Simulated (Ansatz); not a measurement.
Consider the isomerisation: `CO[SiH](C)C#N` → `C=C1O[SiH2]C1N`.

Program: Ansatz. Geometries: PBE0-D4/def2-TZVP. ΔE: electronic, gas phase. CBS: MP2 limit from def2 TZ/QZ plus the TZ coupled-cluster correction, frozen cores. DFT in def2-TZVPP. B3LYP here is the variant with VWN-RPA as its local correlation; programs differ in this. HSE06 is defined as in plane-wave codes. Each species was taken in one conformer, which may not be the lowest.

`CO[SiH](C)C#N`:

```xyz
13

C    -0.367    2.138   -0.320
O     0.391    1.032    0.128
Si   -0.206   -0.471    0.319
C     1.152   -1.611    0.824
C    -0.898   -1.028   -1.322
N    -1.324   -1.353   -2.342
H    -1.226    2.323    0.333
H    -0.726    1.980   -1.342
H     0.279    3.016   -0.306
H    -1.371   -0.485    1.240
H     0.777   -2.634    0.914
H     1.564   -1.307    1.788
H     1.955   -1.601    0.084
```

`C=C1O[SiH2]C1N`:

Cartesian coordinates in Å:
```
C 1.653 0.916 0.637
C 0.579 0.143 0.636
O 0.456 -1.051 1.327
Si -0.837 -1.577 0.373
C -0.732 0.238 -0.145
N -0.772 0.723 -1.494
H 2.537 0.653 1.204
H 1.652 1.834 0.063
H -0.429 -2.583 -0.642
H -1.972 -2.100 1.173
H -1.458 0.793 0.461
H -0.620 1.723 -1.532
H -0.057 0.286 -2.060
```

```json
{"level": "LDA (SPW92)", "ΔE (kcal/mol)": "20.6", "difference from CCSD(T)/CBS": "-20.4"}
{"level": "PBE-D4", "ΔE (kcal/mol)": "31.8", "difference from CCSD(T)/CBS": "-9.2"}
{"level": "revPBE-D4", "ΔE (kcal/mol)": "33.3", "difference from CCSD(T)/CBS": "-7.7"}
{"level": "r2SCAN-D4", "ΔE (kcal/mol)": "36.4", "difference from CCSD(T)/CBS": "-4.6"}
{"level": "B97M-V", "ΔE (kcal/mol)": "38.1", "difference from CCSD(T)/CBS": "-2.9"}
{"level": "PBE0-D4", "ΔE (kcal/mol)": "32.2", "difference from CCSD(T)/CBS": "-8.8"}
{"level": "B3LYP-D4", "ΔE (kcal/mol)": "39.9", "difference from CCSD(T)/CBS": "-1.1"}
{"level": "r2SCANh-D4", "ΔE (kcal/mol)": "36.1", "difference from CCSD(T)/CBS": "-4.9"}
{"level": "r2SCAN0-D4", "ΔE (kcal/mol)": "35.6", "difference from CCSD(T)/CBS": "-5.4"}
{"level": "HSE06-D4", "ΔE (kcal/mol)": "32.1", "difference from CCSD(T)/CBS": "-8.9"}
{"level": "BHLYP-D4", "ΔE (kcal/mol)": "41.1", "difference from CCSD(T)/CBS": "0.1"}
{"level": "CAM-B3LYP-D4", "ΔE (kcal/mol)": "39.3", "difference from CCSD(T)/CBS": "-1.7"}
{"level": "ωB97X-V", "ΔE (kcal/mol)": "37.7", "difference from CCSD(T)/CBS": "-3.3"}
{"level": "ωB97M-V", "ΔE (kcal/mol)": "38.8", "difference from CCSD(T)/CBS": "-2.2"}
{"level": "B2PLYP", "ΔE (kcal/mol)": "43.3", "difference from CCSD(T)/CBS": "2.3"}
{"level": "PBE-QIDH", "ΔE (kcal/mol)": "36.7", "difference from CCSD(T)/CBS": "-4.3"}
{"level": "PBE", "ΔE (kcal/mol)": "32.6", "difference from CCSD(T)/CBS": "-8.4"}
{"level": "revPBE", "ΔE (kcal/mol)": "36.3", "difference from CCSD(T)/CBS": "-4.7"}
{"level": "BLYP", "ΔE (kcal/mol)": "42.4", "difference from CCSD(T)/CBS": "1.4"}
{"level": "PBE0", "ΔE (kcal/mol)": "32.8", "difference from CCSD(T)/CBS": "-8.2"}
{"level": "B3LYP", "ΔE (kcal/mol)": "41.2", "difference from CCSD(T)/CBS": "0.2"}
{"level": "r2SCANh", "ΔE (kcal/mol)": "36.2", "difference from CCSD(T)/CBS": "-4.8"}
{"level": "r2SCAN0", "ΔE (kcal/mol)": "35.7", "difference from CCSD(T)/CBS": "-5.3"}
{"level": "HSE06", "ΔE (kcal/mol)": "32.6", "difference from CCSD(T)/CBS": "-8.4"}
{"level": "BHLYP", "ΔE (kcal/mol)": "41.8", "difference from CCSD(T)/CBS": "0.8"}
{"level": "CAM-B3LYP", "ΔE (kcal/mol)": "39.8", "difference from CCSD(T)/CBS": "-1.2"}
{"level": "LC-ωPBE", "ΔE (kcal/mol)": "34.8", "difference from CCSD(T)/CBS": "-6.2"}
{"level": "RPA@PBE/def2-TZVPP", "ΔE (kcal/mol)": "43.7", "difference from CCSD(T)/CBS": "2.7"}
{"level": "HF/def2-SVP", "ΔE (kcal/mol)": "47.7", "difference from CCSD(T)/CBS": "6.7"}
{"level": "MP2/def2-SVP", "ΔE (kcal/mol)": "44.4", "difference from CCSD(T)/CBS": "3.4"}
{"level": "CCSD(T)/def2-SVP", "ΔE (kcal/mol)": "42.4", "difference from CCSD(T)/CBS": "1.4"}
{"level": "HF/def2-TZVPP", "ΔE (kcal/mol)": "50.1", "difference from CCSD(T)/CBS": "9.1"}
{"level": "MP2/def2-TZVPP", "ΔE (kcal/mol)": "43.7", "difference from CCSD(T)/CBS": "2.7"}
{"level": "SCS-MP2/def2-TZVPP", "ΔE (kcal/mol)": "46.3", "difference from CCSD(T)/CBS": "5.3"}
{"level": "CCSD/def2-TZVPP", "ΔE (kcal/mol)": "43.6", "difference from CCSD(T)/CBS": "2.6"}
{"level": "CCSD(T)/def2-TZVPP", "ΔE (kcal/mol)": "42.6", "difference from CCSD(T)/CBS": "1.6"}
{"level": "HF/def2-QZVPP", "ΔE (kcal/mol)": "50.0", "difference from CCSD(T)/CBS": "9.0"}
{"level": "SCS-MP2/def2-QZVPP", "ΔE (kcal/mol)": "45.5", "difference from CCSD(T)/CBS": "4.5"}
{"level": "MP2/CBS(def2)", "ΔE (kcal/mol)": "42.1", "difference from CCSD(T)/CBS": "1.1"}
{"level": "CCSD/CBS(def2)", "ΔE (kcal/mol)": "42.0", "difference from CCSD(T)/CBS": "1.0"}
{"level": "CCSD(T)/CBS", "ΔE (kcal/mol)": "41.0", "difference from CCSD(T)/CBS": "0"}
```

Largest T1 diagnostic among the species: 0.012.

At CCSD(T), def2-SVP lies +1.4 kcal/mol from the extrapolated value and def2-TZVPP +1.6 kcal/mol. The D4 term adds −1.2 kcal/mol with B3LYP and −0.6 kcal/mol with PBE0; it sums over pairs of atoms, weighted by their polarisabilities, and B3LYP, whose exchange is more repulsive, gets the larger term. In def2-TZVPP, CCSD(T) changes the Hartree–Fock value by −7.5 kcal/mol (the triples alone add −1.0 kcal/mol) and MP2 by −6.4 kcal/mol.

CCSD(T)/CBS has its own doubt, a few kJ/mol and more with outer-core shells, so smaller differences from it don't rank the levels.
